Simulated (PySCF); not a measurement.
## Ionisation of Sc2(F)6

System: Sc2(F)6, (F6Sc2). Optimised structure (Å), atoms numbered from 1:
```
Sc   -0.3647   -1.1740   -1.0186
F    -2.0061   -1.3442   -1.7579
F     0.8465   -2.4139   -1.5312
F    -0.3487   -0.7152    0.9564
Sc    0.3686    1.1790    1.0063
F    -0.8402    2.4211    1.5192
F     2.0104    1.3453    1.7456
F     0.3514    0.7206   -0.9688
```

Computed at PBE0-D3(BJ)/ma-def2-SVP // PBE0-D3(BJ)/def2-SVP with PySCF (density fitting, grid level 2). Thermal corrections: GFN2-xTB frequencies, unscaled, ideal gas at 298.15 K and 1 bar, quasi-RRHO entropy. These were taken at the GFN2-xTB minima.

Frontier levels of the parent: HOMO -11.72 eV, LUMO -2.46 eV.

Oxidation to the radical cation:
| Item | Value |
| --- | --- |
| Vertical ionisation energy (electronic) | 13.60 eV |
| Adiabatic ionisation energy (with zero-point energy) | 13.37 eV |
| Adiabatic, electronic part | 13.41 eV |
| Vertical gap at the product's structure | 13.08 eV |
| Inner reorganisation energy (four-point) | 517 meV |
| Relaxation of product / of parent | 186 / 331 meV |
| ⟨S²⟩ of the product | 0.760 |
| Largest spin populations | F2 0.48, F7 0.48 |
| Largest changes of atomic charge | F2 0.27, F7 0.26, F6 0.12, F3 0.12 |
| Distances that move most (Å) | Sc1–F2 1.808 → 1.944; Sc5–F7 1.808 → 1.942; Sc1–F3 1.807 → 1.769; Sc5–F6 1.808 → 1.769 |

Known limits: ma-def2-SVP is a small basis, whose errors can reach tens of kJ/mol; spin-orbit coupling is left out of the energies, which matters for open shells on the heavier atoms; F2 and F3 are equivalent in the parent, but the relaxed radical cation is symmetry-broken (D2h to C2h), which is often an artefact of the method; its spin populations, distances and adiabatic value belong to that structure.
